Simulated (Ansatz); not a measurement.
Start from `O[Si](O)(Cl)C[SiH2]Cl` and change one atom or group to get `O[Si](O)(F)C[SiH2]Cl`.

Ansatz, PBE0-D4/def2-TZVP geometries, multiplicity 1. Each molecule was computed in one conformer, which needn't be the lowest.

| property | `O[Si](O)(Cl)C[SiH2]Cl` |
| --- | --- |
| HOMO energy (PBE/def2-TZVPP) / eV | -7.48 |
| HOMO–LUMO gap (PBE/def2-TZVPP) / eV | 6.69 |
| HOMO–LUMO gap (PBE0/def2-TZVPP) / eV | 9.07 |
| LUMO energy (ωB97M-V/def2-TZVPP) / eV | 1.87 |
| size of the dipole moment (B3LYP/def2-TZVPP) / D | 1.18 |
| HOMO energy (ωB97M-V/def2-TZVPP) / eV | -11.19 |

(1) Give the same properties after the change, and the shifts. (Estimate.)

Answers

(1) Ansatz gave: 
| property | `O[Si](O)(F)C[SiH2]Cl` | shift |
| --- | --- | --- |
| HOMO energy (PBE/def2-TZVPP) / eV | -7.60 | -0.12 |
| HOMO–LUMO gap (PBE/def2-TZVPP) / eV | 6.83 | 0.14 |
| HOMO–LUMO gap (PBE0/def2-TZVPP) / eV | 9.11 | 0.04 |
| LUMO energy (ωB97M-V/def2-TZVPP) / eV | 1.88 | 0.01 |
| size of the dipole moment (B3LYP/def2-TZVPP) / D | 1.24 | 0.06 |
| HOMO energy (ωB97M-V/def2-TZVPP) / eV | -11.22 | -0.03 |

Dipoles are sizes alone; their direction can turn.

B3LYP here is the variant with VWN-RPA as its local correlation; programs differ in this.
